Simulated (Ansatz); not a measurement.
All values below come from PBE0-D3(BJ)/def2-TZVP run with Ansatz (a program for electronic structure). No frequencies were computed at this level.

Ansatz 0.2 input:
```yaml
crystal:
  periodic: [false, false, false]
  atoms:
    - { symbol: O, position_ang: [-0.820824, -0.744143, 0.007475] }
    - { symbol: B, position_ang: [0.256701, 0.009706, 0.000343] }
    - { symbol: I, position_ang: [0.168509, 2.141501, -0.032726] }
    - { symbol: I, position_ang: [2.11236, -1.004008, 0.022506] }
    - { symbol: H, position_ang: [-1.716747, -0.403057, 0.002402] }
basis:
  gaussian: { orbitals: def2-tzvp }
hamiltonian:
  xc: pbe0
  dispersion: d3bj
relax:
  max_steps: 150
```

Output:

```
Functional definition: PBE0
1200 factors; their error is unknown
mean field evaluation 1: about -18938.4692 eV, gradient 5.1e1 eV
mean field evaluation 2: about -18927.9453 eV, gradient 8.9e1 eV
mean field evaluation 4: about -18942.7471 eV, gradient 3.2e0 eV
mean field evaluation 8: about -18943.3195 eV, gradient 1.0e0 eV
mean field evaluation 16: about -18943.3202 eV, gradient 3.0e-5 eV
mean field -18943.32017324 eV, -696.1541761230 hartree, gradient 3.0e-5 eV, S^2 0.000000; 0 other end points of the search recorded, 0 dependent functions left out
reference -18943.32019790 eV, -696.1541770294 hartree; 32, 32 occupied and 136, 136 virtual orbitals, 1200 factors
relax step   1: F+E_penalty+E_count = -18943.46115000 eV  Δ(F+E_penalty+E_count) = +0.000e0 eV  max|allowed force component| = 9.543e-1 eV/Å  Δτ_max = 0.0000 Å  (28 SCF iters, accepted)
these checks for a lower state are left out or cut short: starts, cluster_reference, orbital_swaps, neighbouring_geometries, increment
1200 factors; their error is unknown
mean field -18943.34293009 eV, -696.1550124219 hartree, gradient 1.7e-5 eV, S^2 0.000000; 0 other end points of the search recorded, 0 dependent functions left out
reference -18943.34295479 eV, -696.1550133295 hartree; 32, 32 occupied and 136, 136 virtual orbitals, 1200 factors
relax step   2: F+E_penalty+E_count = -18943.48348754 eV  Δ(F+E_penalty+E_count) = -2.234e-2 eV  max|allowed force component| = 7.112e-1 eV/Å  Δτ_max = 0.0433 Å  (31 SCF iters, accepted)
these checks for a lower state are left out or cut short: starts, cluster_reference, orbital_swaps, neighbouring_geometries, increment
1200 factors; their error is unknown
mean field -18943.35839551 eV, -696.1555807654 hartree, gradient 1.4e-5 eV, S^2 0.000000; 0 other end points of the search recorded, 0 dependent functions left out
reference -18943.35842023 eV, -696.1555816739 hartree; 32, 32 occupied and 136, 136 virtual orbitals, 1200 factors
relax step   3: F+E_penalty+E_count = -18943.49892956 eV  Δ(F+E_penalty+E_count) = -1.544e-2 eV  max|allowed force component| = 3.232e-1 eV/Å  Δτ_max = 0.0254 Å  (31 SCF iters, accepted)
these checks for a lower state are left out or cut short: starts, cluster_reference, orbital_swaps, neighbouring_geometries, increment
1200 factors; their error is unknown
mean field evaluation 32: about -18942.7990 eV, gradient 2.9e0 eV
mean field -18943.36589720 eV, -696.1558564474 hartree, gradient 1.4e-5 eV, S^2 0.000000; 0 other end points of the search recorded, 0 dependent functions left out
reference -18943.36592185 eV, -696.1558573534 hartree; 32, 32 occupied and 136, 136 virtual orbitals, 1200 factors
relax step   4: F+E_penalty+E_count = -18943.50714955 eV  Δ(F+E_penalty+E_count) = -8.220e-3 eV  max|allowed force component| = 4.373e-1 eV/Å  Δτ_max = 0.0502 Å  (31 SCF iters, accepted)
these checks for a lower state are left out or cut short: starts, cluster_reference, orbital_swaps, neighbouring_geometries, increment
1200 factors; their error is unknown
mean field -18943.37076789 eV, -696.1560354421 hartree, gradient 1.4e-5 eV, S^2 0.000000; 0 other end points of the search recorded, 0 dependent functions left out
reference -18943.37079254 eV, -696.1560363480 hartree; 32, 32 occupied and 136, 136 virtual orbitals, 1200 factors
relax step   5: F+E_penalty+E_count = -18943.51193530 eV  Δ(F+E_penalty+E_count) = -4.786e-3 eV  max|allowed force component| = 6.614e-2 eV/Å  Δτ_max = 0.0280 Å  (31 SCF iters, accepted)
these checks for a lower state are left out or cut short: starts, cluster_reference, orbital_swaps, neighbouring_geometries, increment
1200 factors; their error is unknown
mean field -18943.37167007 eV, -696.1560685967 hartree, gradient 1.4e-5 eV, S^2 0.000000; 0 other end points of the search recorded, 0 dependent functions left out
reference -18943.37169472 eV, -696.1560695025 hartree; 32, 32 occupied and 136, 136 virtual orbitals, 1200 factors
relax step   6: F+E_penalty+E_count = -18943.51290134 eV  Δ(F+E_penalty+E_count) = -9.660e-4 eV  max|allowed force component| = 4.685e-2 eV/Å  Δτ_max = 0.0169 Å  (31 SCF iters, accepted)
these checks for a lower state are left out or cut short: starts, cluster_reference, orbital_swaps, neighbouring_geometries, increment
1200 factors; their error is unknown
mean field -18943.37175415 eV, -696.1560716864 hartree, gradient 1.4e-5 eV, S^2 0.000000; 0 other end points of the search recorded, 0 dependent functions left out
reference -18943.37177880 eV, -696.1560725923 hartree; 32, 32 occupied and 136, 136 virtual orbitals, 1200 factors
relax step   7: F+E_penalty+E_count = -18943.51299337 eV  Δ(F+E_penalty+E_count) = -9.202e-5 eV  max|allowed force component| = 2.128e-3 eV/Å  Δτ_max = 0.0038 Å  (33 SCF iters, accepted)
1200 factors; their error is unknown
mean field evaluation 64: about -18943.3718 eV, gradient 4.0e-3 eV
mean field -18943.37175415 eV, -696.1560716864 hartree, gradient 1.4e-5 eV, S^2 0.000000; 1 other end points of the search recorded, 0 dependent functions left out
reference -18943.37177880 eV, -696.1560725923 hartree; 32, 32 occupied and 136, 136 virtual orbitals, 1200 factors
Total energy: -18943.51301802 eV, -696.1612630378 hartree
Atom 0 at    -0.845780    -0.791347     0.009450 Å, force     0.000009    -0.000136     0.000384 eV/Å
Atom 1 at     0.252732    -0.031486     0.001237 Å, force     0.002128    -0.000965    -0.000121 eV/Å
Atom 2 at     0.116111     2.108248    -0.032058 Å, force     0.000156    -0.000340     0.000086 eV/Å
Atom 3 at     2.146127    -0.993962     0.021919 Å, force    -0.001268     0.001149    -0.000070 eV/Å
Atom 4 at    -1.669191    -0.291454    -0.000548 Å, force    -0.001025     0.000291    -0.000280 eV/Å
Dipole moment:    -0.327519     0.085667    -0.002260 e Å
```

Cost: around 60 core-seconds (rough).
